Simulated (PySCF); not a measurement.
A survey of ¹⁹F NMR shifts

- σ from GIAO-PBE0/pcSseg-1
- structure optimised with GFN2-xTB
- code: PySCF 2.14
- one computed conformer, gas phase, equivalent nuclei averaged, no relativistic terms

Shieldings were converted by a linear fit to measured shifts: ¹⁹F (scatter 6.0 ppm rms, 7.0 ppm with the 5 outliers that the fit left out vs CFCl3, solution or neat liquid, with a term for F on sp3 carbon). A few per cent of atoms miss by over 2 rms, more outside the fitted compound classes.

**Question.** Give the ¹⁹F shifts of `C/N=C\C(F)(F)[Si@H]1C[SiH2][SiH2]1`.

**Answer.** 
| compound | environment | δ (ppm) |
| --- | --- | --- |
| [CH3:1]/[N:2]=[CH:3]\[C:4]([F:5])([F:6])[Si@H:7]1[CH2:8][SiH2:9][SiH2:10]1 | F6: fluorine of a CF2 group | -106.0 |
| [CH3:1]/[N:2]=[CH:3]\[C:4]([F:5])([F:6])[Si@H:7]1[CH2:8][SiH2:9][SiH2:10]1 | F5: fluorine of a CF2 group | -114.6 |

**Question.** Match the shifts 42.4, 26.2, -180.6, -194.9 ppm to `F[C@@]12C=C[C@@H]1C(Cl)=C2`, `CC/C(C)=C(\C)C(=O)F`, `CC#C[C@@](C)([SiH3])[C@@H](F)[SiH3]`, `CCC(=CC(=O)F)CC`.

**Answer.** 42.4: CCC(=CC(=O)F)CC (fluorine bonded to C); 26.2: CC/C(C)=C(\C)C(=O)F (fluorine bonded to C); -180.6: F[C@@]12C=C[C@@H]1C(Cl)=C2 (fluorine on an sp3 carbon); -194.9: CC#C[C@@](C)([SiH3])[C@@H](F)[SiH3] (fluorine on an sp3 carbon).
